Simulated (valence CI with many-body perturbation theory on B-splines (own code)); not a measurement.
**Level structure of Er³⁷⁺**

Calculated by valence CI with perturbative core correlation (CI+MBPT): three valence electrons over a frozen Dirac-Fock core [Ar] 3d10, radial functions for each j: 11 s, 11 p, 10 d, 8 f, 5 g, 2 h, with the one-electron correlation potential Σ1 (screened to all orders), the two-electron term Σ2, the three-electron term Σ3, Breit, model QED; selected single and double excitations, second order for the rest, scaled by the run's own slope (own B-spline code, finite nucleus).

The last digits are not significant, and no measured levels were compared; by estimate large intervals hold to a few tenths of a per cent, small ones and those within an open d or f shell to about a per cent.

Levels 1 to 45 of 195, with energies above the lowest level, (4s^2 4p1/2) J=1/2. "Leading %" is the weight of the configuration and term that name the level; weights of strongly mixed levels are sums over their largest components and can fall short. In the jj column 3d3/2^4 stands for four electrons in 3d with j = 3/2.

| No. | Configuration | Term | J | E (Ry) | Leading % | g | Leading jj | Second component |
| --- | --- | --- | --- | --- | --- | --- | --- | --- |
| 1 | 4s2 4p | 2P° | 1/2 | 0.000 | 99 | 0.661 | 4s^2 4p1/2 (99 %) |  |
| 2 | 4s2 4p | 2P° | 3/2 | 4.582 | 99 | 1.330 | 4s^2 4p3/2 (99 %) |  |
| 3 | 4s 4p2 | 4P | 1/2 | 6.011 | 62 | 2.256 | 4s 4p1/2^2 (96 %) | 26 % 4s 4p2 2S |
| 4 | 4s 4p2 | 4P | 3/2 | 9.786 | 92 | 1.668 | 4s 4p1/2 4p3/2 (99 %) | 6 % 4s 4p2 2D |
| 5 | 4s 4p2 | 2D | 5/2 | 10.314 | 55 | 1.373 | 4s 4p1/2 4p3/2 (97 %) | 44 % 4s 4p2 4P |
| 6 | 4s 4p2 | 2D | 3/2 | 11.082 | 67 | 0.960 | 4s 4p1/2 4p3/2 (94 %) | 27 % 4s 4p2 2P |
| 7 | 4s 4p2 | 2P | 1/2 | 11.287 | 71 | 1.207 | 4s 4p1/2 4p3/2 (95 %) | 24 % 4s 4p2 4P |
| 8 | 4s 4p2 | 4P | 5/2 | 14.496 | 50 | 1.400 | 4s 4p3/2^2 (84 %) | 34 % 4s 4p2 2D |
| 9 | 4s2 4d | 2D | 3/2 | 14.758 | 87 | 0.865 | 4s^2 4d3/2 (87 %) | 12 % 4s 4p2 2P |
| 10 | 4s 4p2 | 2S | 1/2 | 15.873 | 69 | 1.862 | 4s 4p3/2^2 (98 %) | 17 % 4s 4p2 2P |
| 11 | 4s2 4d | 2D | 5/2 | 16.013 | 82 | 1.217 | 4s^2 4d5/2 (82 %) | 12 % 4s 4p2 2D |
| 12 | 4s 4p2 | 2P | 3/2 | 16.173 | 59 | 1.160 | 4s 4p3/2^2 (89 %) | 27 % 4s 4p2 2D |
| 13 | 4p3 | 2P° | 3/2 | 17.169 | 44 | 1.330 | 4p1/2^2 4p3/2 (94 %) | 27 % 4p3 2D° |
| 14 | 4s 4p 4d | 4F° | 3/2 | 19.549 | 80 | 0.501 | 4s 4p1/2 4d3/2 (97 %) | 15 % 4s 4p 4d 2D° |
| 15 | 4s 4p 4d | 4F° | 5/2 | 19.934 | 50 | 1.055 | 4s 4p1/2 4d3/2 (90 %) | 18 % 4s 4p 4d 2D° |
| 16 | 4s 4p 4d | 4D° | 3/2 | 20.802 | 30 | 1.333 | 4s 4p1/2 4d3/2 (78 %) | 18 % 4s 4p 4d 4P° |
| 17 | 4s 4p 4d | 4D° | 1/2 | 20.816 | 65 | 0.377 | 4s 4p1/2 4d3/2 (96 %) | 27 % 4s 4p 4d 2P° |
| 18 | 4s 4p 4d | 4P° | 5/2 | 20.931 | 21 | 1.250 | 4s 4p1/2 4d5/2 (78 %) | 19 % 4s 4p 4d 4D° |
| 19 | 4p3 | 4S° | 3/2 | 21.078 | 32 | 1.360 | 4p1/2 4p3/2^2 (51 %) | 19 % 4p3 2D° |
| 20 | 4s 4p 4d | 4F° | 7/2 | 21.302 | 54 | 1.253 | 4s 4p1/2 4d5/2 (93 %) | 23 % 4s 4p 4d 2F° |
| 21 | 4p3 | 2D° | 5/2 | 21.352 | 33 | 1.309 | 4s 4p1/2 4d5/2 (64 %) | 30 % 4s 4p 4d 4P° |
| 22 | 4p3 | 2P° | 1/2 | 22.132 | 94 | 0.661 | 4p1/2 4p3/2^2 (94 %) | 6 % 4s 4p 4d 2P° |
| 23 | 4s 4p 4d | 2F° | 5/2 | 22.254 | 55 | 1.005 | 4s 4p1/2 4d5/2 (49 %) | 36 % 4p3 2D° |
| 24 | 4s 4p 4d | 2D° | 3/2 | 22.519 | 27 | 1.110 | 4s 4p1/2 4d5/2 (50 %) | 24 % 4s 4p 4d 2P° |
| 25 | 4s 4p 4d | 4D° | 5/2 | 24.671 | 52 | 1.259 | 4s 4p3/2 4d3/2 (93 %) | 18 % 4s 4p 4d 4F° |
| 26 | 4s 4p 4d | 4D° | 3/2 | 24.679 | 41 | 1.348 | 4s 4p3/2 4d3/2 (96 %) | 39 % 4s 4p 4d 4P° |
| 27 | 4s 4p 4d | 4P° | 1/2 | 24.687 | 87 | 2.336 | 4s 4p3/2 4d3/2 (98 %) | 12 % 4s 4p 4d 4D° |
| 28 | 4s 4p 4d | 4D° | 7/2 | 24.804 | 39 | 1.288 | 4s 4p3/2 4d3/2 (74 %) | 38 % 4s 4p 4d 4F° |
| 29 | 4s 4p 4d | 4F° | 9/2 | 24.958 | 100 | 1.330 | 4s 4p3/2 4d5/2 (100 %) |  |
| 30 | 4s 4p 4d | 2D° | 3/2 | 25.447 | 45 | 1.147 | 4s 4p3/2 4d5/2 (65 %) | 28 % 4s 4p 4d 4P° |
| 31 | 4s 4p 4d | 2F° | 5/2 | 25.517 | 48 | 0.901 | 4s 4p3/2 4d3/2 (57 %) | 38 % 4s2 4f 2F° |
| 32 | 4s 4p 4d | 2D° | 3/2 | 25.606 | 38 | 1.116 | 4s 4p3/2 4d3/2 (55 %) | 21 % 4p3 2P° |
| 33 | 4s 4p 4d | 2D° | 5/2 | 25.716 | 46 | 1.345 | 4s 4p3/2 4d5/2 (98 %) | 38 % 4s 4p 4d 4P° |
| 34 | 4s2 4f | 2F° | 7/2 | 25.990 | 41 | 1.220 | 4s 4p3/2 4d5/2 (57 %) | 30 % 4s 4p 4d 2F° |
| 35 | 4s 4p 4d | 2P° | 1/2 | 26.170 | 76 | 0.592 | 4s 4p3/2 4d3/2 (88 %) | 19 % 4s 4p 4d 4D° |
| 36 | 4s 4p 4d | 2F° | 7/2 | 26.229 | 90 | 1.156 | 4s 4p3/2 4d5/2 (81 %) | 5 % 4s 4p 4d 4D° |
| 37 | 4p2 4d | 4F | 3/2 | 26.703 | 39 | 0.760 | 4p1/2^2 4d3/2 (98 %) | 27 % 4p2 4d 2D |
| 38 | 4s 4p 4d | 2D° | 5/2 | 26.954 | 45 | 1.032 | 4s^2 4f5/2 (36 %) | 36 % 4s2 4f 2F° |
| 39 | 4s 4p 4d | 2P° | 1/2 | 26.956 | 89 | 0.681 | 4s 4p3/2 4d5/2 (88 %) | 4 % 4p3 2P° |
| 40 | 4s 4p 4d | 2P° | 3/2 | 27.196 | 80 | 1.305 | 4s 4p3/2 4d5/2 (96 %) | 6 % 4s 4p 4d 2D° |
| 41 | 4s2 4f | 2F° | 7/2 | 27.492 | 54 | 1.161 | 4s^2 4f7/2 (54 %) | 36 % 4s 4p 4d 2F° |
| 42 | 4s 4p 4d | 2F° | 5/2 | 27.618 | 39 | 0.984 | 4s 4p3/2 4d5/2 (62 %) | 27 % 4s 4p 4d 2D° |
| 43 | 4p3 | 2P° | 3/2 | 27.654 | 27 | 1.150 | 4p3/2^3 (51 %) | 18 % 4p3 2D° |
| 44 | 4p2 4d | 2D | 5/2 | 27.991 | 27 | 1.190 | 4p1/2^2 4d5/2 (93 %) | 23 % 4p2 4d 4D |
| 45 | 4p2 4d | 2F | 5/2 | 30.561 | 48 | 0.939 | 4p1/2 4p3/2 4d3/2 (89 %) | 39 % 4p2 4d 4F |

The ionisation energy to 4s2 1S_0 of the next ion comes out as 1679.6 eV (NIST: 1678 ± 4 eV (theoretical)). All 195 levels together are meant to be complete up to 47.940 Ry.
